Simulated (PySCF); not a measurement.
Atom-mapped SMILES (the numbers label the heavy atoms): `[O:1]=[C:2]([Cl:3])[c:4]1[cH:5][cH:6][s:7][cH:8]1`. Each H is labelled by its parent atom.

Geometry: PBE0-D3(BJ)/def2-SVP; GIAO absolute shieldings from PySCF 2.14, gas phase, non-relativistic, averaged over equivalent atoms.

At KT3/pcSseg-1 (165 basis functions, 16 s wall time on 1 thread of an AMD EPYC 9B45, shared host):
```tsv
atoms	σ (ppm)
O1	-175.2
C2	27.6
C8	50.3
C4	51.2
C5	60.6
C6	61.4
Cl3	528.7
S7	283.5
H(C8)	23.43
H(C5)	23.86
H(C6)	24.41
```

Predict the values at KT2/pcSseg-1 on the same geometry.

## Answers


```json
{"atoms": "O1", "σ at KT2/pcSseg-1": "-179.4", "change": "-4.2"}
{"atoms": "C2", "σ at KT2/pcSseg-1": "26.9", "change": "-0.7"}
{"atoms": "C8", "σ at KT2/pcSseg-1": "49.8", "change": "-0.5"}
{"atoms": "C4", "σ at KT2/pcSseg-1": "49.8", "change": "-1.4"}
{"atoms": "C5", "σ at KT2/pcSseg-1": "60.1", "change": "-0.5"}
{"atoms": "C6", "σ at KT2/pcSseg-1": "60.8", "change": "-0.6"}
{"atoms": "Cl3", "σ at KT2/pcSseg-1": "523.9", "change": "-4.8"}
{"atoms": "S7", "σ at KT2/pcSseg-1": "279.8", "change": "-3.7"}
{"atoms": "H(C8)", "σ at KT2/pcSseg-1": "23.30", "change": "-0.13"}
{"atoms": "H(C5)", "σ at KT2/pcSseg-1": "23.70", "change": "-0.16"}
{"atoms": "H(C6)", "σ at KT2/pcSseg-1": "24.26", "change": "-0.15"}
```

The largest change is at Cl3 (chlorine bonded to C). Cost: 165 basis functions, 16 s wall time on 1 thread of an AMD EPYC 9B45, shared host. The order of the carbon signals changes between the two levels.

Carbons that carry Cl, above all several Cl atoms, come out too deshielded, partly because spin–orbit coupling is missing.
